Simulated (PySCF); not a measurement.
C$_{2}$H$_{8}$Sn, singlet, geometry from GFN2-xTB (such geometries of metal compounds can be far from the true shape) (all electrons, no relativity), with bond 4-1 at 1.4 times its length; CASSCF(6,5)/STO-3G run with PySCF.

PySCF was given this input:
```python
from pyscf import gto, scf, mcscf
import numpy

mol = gto.Mole()
mol.atom = '''
    Sn    0.610331    0.106927    0.016697
    C    -1.327381   -0.833074   -0.237857
    C    -2.489005    0.078342    0.104586
    H     2.367739   -1.303390   -0.574365
    H     0.766601    1.480857   -0.906947
    H     0.879807    0.574928    1.589485
    H    -1.356044   -1.723182    0.388385
    H    -1.408633   -1.166447   -1.271071
    H    -2.494578    0.961941   -0.529019
    H    -2.440843    0.403661    1.140954
    H    -3.430169   -0.449292   -0.041494
'''
mol.basis = 'sto-3g'
mol.charge = 0
mol.spin = 0
mol.verbose = 4
mol.build()

mf = scf.RHF(mol)
mf.kernel()
mc = mcscf.CASSCF(mf, 5, 6)
mc.fix_spin_(ss=0.0)
mc = mc.newton()
mc.kernel()
occ = numpy.linalg.eigvalsh(mc.fcisolver.make_rdm1(mc.ci, mc.ncas, mc.nelecas))[::-1]
ss = mc.fcisolver.spin_square(mc.ci, mc.ncas, mc.nelecas)[0]
print('natural occupations', occ.round(4), ' <S^2>', round(ss, 4))
```

The log (banner, timings and long lists left out):

```
PySCF version 2.14.0

[INPUT] verbose = 4
[INPUT] num. atoms = 11
[INPUT] num. electrons = 70
[INPUT] charge = 0
[INPUT] spin (= nelec alpha-beta = 2S) = 0
[INPUT] symmetry False subgroup None
[INPUT] Mole.unit = angstrom
[INPUT] Symbol           X                Y                Z      unit          X                Y                Z       unit  Magmom
[...]
nuclear repulsion = 254.360641291251
number of shells = 25
number of NR pGTOs = 135
number of NR cGTOs = 45
basis = sto-3g
ecp = {}

******** <class 'pyscf.scf.hf.RHF'> ********
method = RHF
initial guess = minao
damping factor = 0
level_shift factor = 0
DIIS = <class 'pyscf.scf.diis.CDIIS'>
diis_start_cycle = 1
diis_space = 8
diis_damp = 0
SCF conv_tol = 1e-09
SCF conv_tol_grad = None
SCF max_cycles = 50
direct_scf = True
direct_scf_tol = 1e-13
Set gradient conv threshold to 3.16228e-05
Initial guess from minao.
init E= -6025.65702811759
[...]
cycle= 1 E= -6042.5865467755  delta_E= -16.9  |g|= 0.427  |ddm|= 3.62
[...]
cycle= 2 E= -6042.68049225261  delta_E= -0.0939  |g|= 0.0617  |ddm|= 0.964
[...]
cycle= 3 E= -6042.68303632811  delta_E= -0.00254  |g|= 0.0188  |ddm|= 0.145
[...]
cycle= 4 E= -6042.68328849999  delta_E= -0.000252  |g|= 0.00295  |ddm|= 0.0542
[...]
cycle= 5 E= -6042.68329538217  delta_E= -6.88e-06  |g|= 0.000841  |ddm|= 0.00865
[...]
cycle= 6 E= -6042.68329575287  delta_E= -3.71e-07  |g|= 0.000132  |ddm|= 0.00187
[...]
cycle= 7 E= -6042.68329576255  delta_E= -9.68e-09  |g|= 1.12e-05  |ddm|= 0.000327
[...]
cycle= 8 E= -6042.68329576266  delta_E= -1.04e-10  |g|= 1.79e-06  |ddm|= 2.62e-05
[...]
Extra cycle  E= -6042.68329576263  delta_E= 2.73e-11  |g|= 5.63e-07  |ddm|= 3.44e-06
converged SCF energy = -6042.68329576263

******** <class 'pyscf.mcscf.newton_casscf.CASSCF'> ********
CAS (3e+3e, 5o), ncore = 32, nvir = 8
max_cycle_macro = 50
max_cycle_micro = 10
conv_tol = 1e-07
conv_tol_grad = None
orbital rotation max_stepsize = 0.03
augmented hessian ah_max_cycle = 30
augmented hessian ah_conv_tol = 1e-12
augmented hessian ah_linear dependence = 1e-14
augmented hessian ah_level shift = 1e-08
augmented hessian ah_start_tol = 500
augmented hessian ah_start_cycle = 3
augmented hessian ah_grad_trust_region = 3
kf_trust_region = 3
kf_interval = 5
natorb = False
canonicalization = True
internal_rotation = False
******** <class 'pyscf.fci.addons.SpinPenaltyFCISolver'> ********
max. cycles = 50
conv_tol = 1e-08
davidson only = True
linear dependence = 1e-12
level shift = 0.001
max iter space = 12
nroots = 1
pspace_size = 400
spin = None

WARN: SO-CASSCF (Second order CASSCF) is an experimental feature. Its performance is bad for large systems.

CASCI E = -6042.72632251741  dE = -6042.7263  S^2 = 0.0000000
Set conv_tol_grad to 0.000316228
macro 1 (19 JK  14 micro), CASSCF E = -6042.73457544645  dE = -0.008253  |grad|=0.0396  S^2 = 0.0000000
macro 2 (15 JK  10 micro), CASSCF E = -6042.73661252668  dE = -0.002037  |grad|=0.0116  S^2 = 0.0000000
macro 3 (11 JK  7 micro), CASSCF E = -6042.73672865406  dE = -0.0001161  |grad|=0.00458  S^2 = 0.0000000
macro 4 (11 JK  7 micro), CASSCF E = -6042.73676024464  dE = -3.159e-05  |grad|=0.00394  S^2 = 0.0000000
macro 5 (11 JK  7 micro), CASSCF E = -6042.73680429496  dE = -4.405e-05  |grad|=0.00358  S^2 = 0.0000000
macro 6 (11 JK  7 micro), CASSCF E = -6042.73687378736  dE = -6.949e-05  |grad|=0.00321  S^2 = 0.0000000
macro 7 (11 JK  7 micro), CASSCF E = -6042.73696886823  dE = -9.508e-05  |grad|=0.00281  S^2 = 0.0000000
macro 8 (11 JK  7 micro), CASSCF E = -6042.73707990591  dE = -0.000111  |grad|=0.00236  S^2 = 0.0000000
macro 9 (11 JK  7 micro), CASSCF E = -6042.73717675956  dE = -9.685e-05  |grad|=0.00169  S^2 = 0.0000000
macro 10 (9 JK  5 micro), CASSCF E = -6042.73721318672  dE = -3.643e-05  |grad|=0.000712  S^2 = 0.0000000
macro 11 (6 JK  2 micro), CASSCF E = -6042.73721694538  dE = -3.759e-06  |grad|=0.000342  S^2 = 0.0000000
macro 12 (5 JK  1 micro), CASSCF E = -6042.73721694562  dE = -2.365e-10  |grad|=0.00033  S^2 = 0.0000000
macro 13 (4 JK  1 micro), CASSCF E = -6042.73721806357  dE = -1.118e-06  |grad|=0.000328  S^2 = 0.0000000
macro 14 (1 JK  0 micro), CASSCF E = -6042.73721806363  dE = -6.185e-11  |grad|=2.29e-05  S^2 = 0.0000000
newton CASSCF converged in 14 macro (28 KF 108 Hx) steps
CASSCF canonicalization
Density matrix diagonal elements [1.99926879 1.97019819 1.87783291 0.12636578 0.02633434]
CASSCF energy = -6042.73721806363
CASCI E = -6042.73721806363  E(CI) = -6.48831085266920  S^2 = 0.0000000
natural occupations [1.9993 1.9737 1.875  0.1259 0.0261]  <S^2> 0.0
```
